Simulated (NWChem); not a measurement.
Molecule: C$_{2}$H$_{3}$ClF$_{2}$Si; SMILES F/C=C\[Si@@H](Cl)F

```xyz
9

F     -0.1845     2.6255    -0.8081
C     -0.2670     2.2429     0.4593
C     -0.3459     0.9636     0.8238
Si    -0.3323    -0.4599    -0.3520
F     -1.8330    -1.0450    -0.5258
Cl     0.7941    -1.9665     0.4794
H     -0.2614     3.0996     1.1427
H     -0.4123     0.7734     1.8994
H      0.1879    -0.1390    -1.6972
```
Atoms are numbered in this order, from 1.

Geometry: optimised at PBE0/def2-SVP.

**Question.** Give the principal values of the shielding tensors (ppm) of F1, C2, C3, Si4, F5 from Hartree-Fock/6-31G* (spherical d), GIAO (NWChem), with their diamagnetic and paramagnetic parts as GIAO splits them.

**Answer.** 
| atom | σ11 | σ22 | σ33 | isotropic | diamagnetic | paramagnetic |
|---|---|---|---|---|---|---|
| F1 | 219.3 | 334.6 | 433.7 | 329.2 | 473.0 | -143.9 |
| C2 | -88.6 | 94.8 | 109.1 | 38.4 | 249.6 | -211.1 |
| C3 | -4.8 | 131.8 | 179.2 | 102.1 | 261.2 | -159.1 |
| Si4 | 442.2 | 451.7 | 463.0 | 452.3 | 877.0 | -424.7 |
| F5 | 319.9 | 369.7 | 400.8 | 363.5 | 473.0 | -109.5 |
